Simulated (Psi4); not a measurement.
Pair of molecules: CH3Cl (SMILES CCl) (first 5 atoms) with H2 (SMILES [H][H]); geometry from B3LYP-D3(BJ)/def2-TZVP, rigid monomers moved along the line of their centres of mass till Cl2···H7 is 5.39 Å.
(charge 0, multiplicity 1):
```tsv
atom	x (Å)	y (Å)	z (Å)
C	-0.2693	1.0804	-0.4277
Cl	-0.1522	-0.7034	-0.2695
H	-1.1997	1.3174	-0.9347
H	-0.2559	1.5117	0.5687
H	0.5809	1.4279	-1.0066
H	-0.0254	0.6477	5.6375
H	-0.0184	0.1918	5.0483
```

Calculation: Psi4 with SAPT0/jun-cc-pV(D+d)Z.

Problem. Which attractive term is largest, and how does the interaction split up?

Solution. electrostatics -1.4, exchange 0.0, induction 0.0, dispersion -0.7, total -2.2 meV; the largest attraction is electrostatics.
